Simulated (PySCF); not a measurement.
How methods differ on the ionisation energy of Au

Au [Xe] 4f14 5d10 6s1 (2S) → Au+ [Xe] 4f14 5d10 (1S), as a difference of total energies. Computed with PySCF 2.14 in def2-TZVP with the def2 core potential (60 electrons), with a scalar-relativistic core potential. Correlated levels: valence: 5s2 5p6 frozen. The calculations carry no spin-orbit coupling.

```
           method  ionisation energy (eV)  error (eV)
              UHF                   7.684      -1.542
             MN15                   9.496      +0.270
              LDA                   9.889      +0.663
    MP2 (valence)                   8.876      -0.350
SCS-MP2 (valence)                   8.717      -0.509
   CCSD (valence)                   8.712      -0.514
CCSD(T) (valence)                   8.740      -0.486
```

Reference: 9.226 eV (measured; NIST Atomic Spectra Database, ionization energies).

Errors of the correlated levels include the incompleteness of this basis and the frozen core.
